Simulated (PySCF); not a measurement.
Record of a relaxation.

Mo(SH)4 (triplet state).
Bonds: Mo1–S2, Mo1–S4, Mo1–S6, Mo1–S8. Hydrogens: H3 on S2; H5 on S4; H7 on S6; H9 on S8.

Computed by this run: PBE0-D3(BJ)/def2-SVP geometry optimisation, gas phase, def2 core potentials past Kr in PySCF 2.14.0; unrestricted, density fitting, grid level 1; the optimiser is geomeTRIC in internal coordinates, started from a GFN2-xTB structure with every atom displaced at random (about 0.03 Å). 8 of its 18 geometries are shown. The frame can shift and turn from step to step; on so coarse a grid that alone can change the energy by a few meV, and forces under 0.02 eV/Å are noise.

Step 0: E = -45236.6666 eV, largest atomic force 1.932 eV/Å
```
atom  x, y, z in Å  |  force x, y, z in eV/Å
Mo1     0.277   -0.348    0.186   -0.575   1.794  -0.428
S2      0.117    0.009    2.470    0.014  -0.660  -0.113
H3      0.149    1.346    2.537    0.040   0.456  -0.116
S4      2.356   -0.199   -0.892   -0.835   0.898  -0.128
H5      2.746   -1.376   -0.432    0.389  -0.921   0.339
S6     -0.982    1.721   -0.399    0.837  -1.213   1.100
H7     -0.966    1.571   -1.720    0.073  -0.130  -0.697
S8     -1.250   -1.781   -0.721   -0.025  -0.415   0.033
H9     -2.314   -1.013   -1.054    0.083   0.192   0.009
```

Step 2: E = -45236.9197 eV, largest atomic force 0.106 eV/Å
```
atom  x, y, z in Å  |  force x, y, z in eV/Å
Mo1     0.216   -0.306    0.179   -0.071   0.034   0.008
S2      0.123   -0.015    2.469   -0.017  -0.028   0.042
H3      0.191    1.340    2.500    0.039  -0.035  -0.019
S4      2.241   -0.112   -0.910   -0.025  -0.034   0.000
H5      2.727   -1.301   -0.454    0.004   0.071  -0.036
S6     -0.928    1.631   -0.357    0.023   0.025  -0.081
H7     -0.862    1.496   -1.707   -0.001   0.026   0.036
S8     -1.286   -1.818   -0.688    0.009  -0.087   0.060
H9     -2.290   -0.985   -1.059    0.039   0.027  -0.011
```

Step 5: E = -45236.9357 eV, largest atomic force 0.066 eV/Å
```
atom  x, y, z in Å  |  force x, y, z in eV/Å
Mo1     0.126   -0.282    0.205    0.051   0.039   0.012
S2      0.131   -0.072    2.511   -0.021  -0.008  -0.011
H3      0.478    1.238    2.556    0.033  -0.003   0.002
S4      2.091   -0.009   -0.969   -0.004   0.019   0.016
H5      2.708   -1.148   -0.561   -0.003  -0.033  -0.009
S6     -0.991    1.650   -0.406   -0.027  -0.027   0.020
H7     -0.816    1.541   -1.747   -0.007  -0.005  -0.018
S8     -1.315   -1.900   -0.558    0.001   0.035  -0.029
H9     -2.279   -1.087   -1.057   -0.021  -0.018   0.016
```

Step 7: E = -45236.9379 eV, largest atomic force 0.148 eV/Å
```
atom  x, y, z in Å  |  force x, y, z in eV/Å
Mo1     0.070   -0.215    0.222    0.015   0.146  -0.021
S2      0.177   -0.114    2.530   -0.003  -0.035   0.046
H3      0.882    1.043    2.596    0.005   0.004  -0.012
S4      2.011    0.101   -0.972    0.014  -0.010   0.005
H5      2.640   -1.065   -0.675   -0.014  -0.033   0.000
S6     -1.107    1.663   -0.444    0.019   0.005   0.020
H7     -0.885    1.543   -1.777   -0.030   0.002  -0.018
S8     -1.318   -1.884   -0.505   -0.019  -0.114  -0.042
H9     -2.339   -1.142   -1.002    0.012   0.037   0.024
```

Step 10: E = -45236.9469 eV, largest atomic force 0.035 eV/Å
```
atom  x, y, z in Å  |  force x, y, z in eV/Å
Mo1     0.063   -0.127    0.211   -0.030  -0.011  -0.004
S2      0.264   -0.181    2.514    0.002  -0.010  -0.034
H3      1.119    0.871    2.590   -0.004  -0.007   0.016
S4      2.019    0.114   -0.972    0.003  -0.021  -0.019
H5      2.526   -1.127   -0.743    0.002   0.029  -0.006
S6     -1.157    1.739   -0.410    0.018   0.004   0.019
H7     -1.089    1.578   -1.756   -0.005  -0.001   0.019
S8     -1.281   -1.846   -0.527    0.021   0.022   0.017
H9     -2.332   -1.092   -0.932   -0.006  -0.006  -0.010
```

Step 12: E = -45236.9498 eV, largest atomic force 0.117 eV/Å
```
atom  x, y, z in Å  |  force x, y, z in eV/Å
Mo1     0.085   -0.106    0.183    0.065  -0.071  -0.067
S2      0.323   -0.285    2.470    0.005   0.008   0.012
H3      1.148    0.784    2.618    0.004  -0.013   0.010
S4      2.020    0.105   -1.049   -0.037   0.063   0.033
H5      2.493   -1.150   -0.836    0.018  -0.017  -0.007
S6     -1.125    1.802   -0.291   -0.010  -0.053   0.015
H7     -1.213    1.654   -1.637    0.003   0.016  -0.007
S8     -1.265   -1.818   -0.570   -0.034   0.093   0.013
H9     -2.333   -1.056   -0.914   -0.013  -0.026  -0.003
```

Step 15: E = -45236.9549 eV, largest atomic force 0.032 eV/Å
```
atom  x, y, z in Å  |  force x, y, z in eV/Å
Mo1     0.110   -0.166    0.163    0.023   0.009   0.020
S2      0.359   -0.382    2.446    0.000  -0.014   0.022
H3      1.119    0.725    2.643    0.002   0.003  -0.017
S4      2.014    0.150   -1.087   -0.002   0.001   0.006
H5      2.563   -1.079   -0.910   -0.003  -0.008  -0.002
S6     -1.101    1.762   -0.203   -0.004  -0.001  -0.018
H7     -1.201    1.690   -1.555   -0.002   0.001  -0.002
S8     -1.332   -1.777   -0.615   -0.020  -0.009  -0.015
H9     -2.398   -0.992   -0.908    0.005   0.018   0.006
```

Step 17: E = -45236.9554 eV, largest atomic force under 0.02 eV/Å
```
atom  x, y, z in Å  |  force x, y, z in eV/Å
Mo1     0.115   -0.166    0.169   -0.012  -0.011   0.007
S2      0.367   -0.395    2.452    0.004  -0.001  -0.005
H3      1.141    0.705    2.631    0.001   0.001   0.002
S4      2.023    0.137   -1.078   -0.003  -0.007  -0.003
H5      2.550   -1.105   -0.919   -0.001   0.001  -0.002
S6     -1.095    1.762   -0.205    0.006   0.007  -0.008
H7     -1.215    1.675   -1.554    0.003  -0.001   0.004
S8     -1.352   -1.749   -0.626    0.007   0.013   0.008
H9     -2.402   -0.934   -0.895   -0.004  -0.001  -0.003
```

Question: Summarise the path.

Answer: The energy falls by 0.2887 eV from step 0 to step 17; nine tenths of that is first reached at step 3. It never rises by more than 0.2 meV. The largest force goes from 1.932 to under 0.02 eV/Å. Among the bonds Mo1–S6 changes most, from 2.492 to 2.307 Å; the atoms move by 0.301 Å rms after alignment.

The cost below is that of the whole optimisation. Hardware: one thread, Intel Xeon at 2.70 GHz (x86_64), no GPU (shared host). Cost: 7.3 min, 0.58 GiB resident at most.
